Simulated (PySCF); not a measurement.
Ga(Cl)2(SH) (Cl₂GaHS), SMILES [SH][Ga]([Cl])[Cl].

The structure is a stationary point at PBE0-D3(BJ)/def2-SVP. The values are those of a single conformer.

Method: M06-2X/def2-TZVP run with PySCF.

Gas-phase values at a fixed geometry.

```
Quantity                                                                                                       Result
---------------------------------------------------------------------------------------------  ----------------------
total energy                                                                                      -3244.19785 hartree
point group                                                                                                        Cs
highest occupied level                                                                                       -9.53 eV
lowest empty level                                                                                           -0.74 eV
orbital gap                                                                                                   8.79 eV
dipole moment                                                                                                  1.42 D
quadrupole, principal values (traceless, Buckingham form, about the centre of nuclear charge)   -5.22, 1.78, 3.45 D·Å
mean static polarisability                                                                      67.7 bohr³ (10.03 Å³)
polarisability, principal values                                                               47.6, 74.6, 81.0 bohr³
```
